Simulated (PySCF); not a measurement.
Worked example: entropy of an ideal gas

BF₂, SMILES F[B]F (connectivity only; charge and spin as stated), charge +1, multiplicity 1.

Geometry optimised at PBE0-D3(BJ)/def2-TZVP. The multiplicity is an assumed one; other spin states were not compared. The isomer is the one that the SMILES or the coordinates give; other isomers of the formula were not compared.

PBE0-D3(BJ)/def2-TZVP (PySCF) gives the harmonic wavenumbers 459, 459, 1038, 2100 cm⁻¹ and the rotational temperature 0.4244 K. The molar mass is 48.81 g/mol, the symmetry number 2, the spin multiplicity 1.

**Question.** Work out the entropy at 298.15 K and 1 atm in the rigid-rotor, harmonic-oscillator model.

**Answer.** 
Translation (Sackur–Tetrode at 1 atm): S = R[1.5 ln M + 2.5 ln T − 1.16487] = 157.2 J/(mol K).
Rotation: q = T/(σ θ) = 351, S = R[ln q + 1] = 57.0 J/(mol K).
Vibration: with u = 1.4388 ν/T, each mode gives R[u/(e^u − 1) − ln(1 − e^−u)]:
| ν (cm⁻¹) | modes | u | S (J/(mol K)) |
|---|---|---|---|
| 459 | 2 | 2.21 | 6.44 |
| 1038 | 1 | 5.01 | 0.34 |
The stiffer modes add less than 0.005 each. Sum 6.8 J/(mol K).
Spin: R ln 1 = 0.0 J/(mol K).
Total 221.1 J/(mol K); the program's own thermochemistry gives 221.1. Translation makes up 71 % and vibration 3 %. Anharmonicity, hindered rotation and orbital degeneracy are left out.
